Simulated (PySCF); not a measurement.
Computed shifts of a molecule CH3GeNO, HF/pcSseg-1 in PySCF, GIAO, gas phase, equivalent atoms averaged, in ppm (number of nuclei): ¹⁵N: 17.5 (1). ¹³C: 141.0 (1). ¹H: 5.00 (3). References: ⁷³Ge against GeH4 (σ = 1776.1 ppm); ¹⁵N against NH3 (σ = 267.3 ppm); ¹³C against TMS (σ = 192.6 ppm); ¹⁷O against H2O (σ = 333.0 ppm); ¹H against TMS (σ = 31.99 ppm), references at their B3LYP-D3(BJ)/def2-TZVP geometries, non-relativistic. Geometry: B3LYP-D3(BJ)/def2-SVP. Other conformers were not sampled.

Q: Which structure fits?
(A) N#C[O][GeH3]
(B) C1=[N][GeH2][O]1
(C) O=C=[N][GeH3]

A: C, O=C=[N][GeH3]
